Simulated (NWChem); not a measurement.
System: CH$_{3}$OS, doublet; SMILES C[S]=O

Input file for NWChem:

```
start job
memory heap 200 mb stack 900 mb global 1100 mb
geometry units angstroms noautoz
  C      0.339292     1.400087     0.000000
  S     -0.517496    -0.217034     0.000000
  O      0.580186    -1.286042     0.000000
  H      0.962827     1.486335     0.894279
  H     -0.423725     2.185369     0.000000
  H      0.962827     1.486335    -0.894279
end
basis spherical
  C library 6-31g*
  S library 6-31g*
  O library 6-31g*
  H library 6-31g*
end
dft
  odft
  mult 2
  xc xpbe96 cpbe96
  iterations 150
  mulliken
end
task dft energy
```

In the optimisation the excess spin sits in a" (Cs, its own frame). Geometry: optimised at B3LYP/6-31G* (spherical d), spin-unrestricted. No stability test was run on the SCF state.

**Question.** What results follow from this input? (PBE/6-31G* (spherical d), spin-unrestricted.) Quantities: basis functions; energy (Ha); highest occupied level (eV); lowest empty minus highest occupied level, either spin (eV); dipole (D); <S²>.

**Answer.** 
```yaml
number_of_basis_functions: 52
energy (Ha): -512.95
highest occupied level (eV): -5.05
lowest empty minus highest occupied level, either spin (eV): 1.33
dipole (D): 2.82
"<S²>": 0.752
```
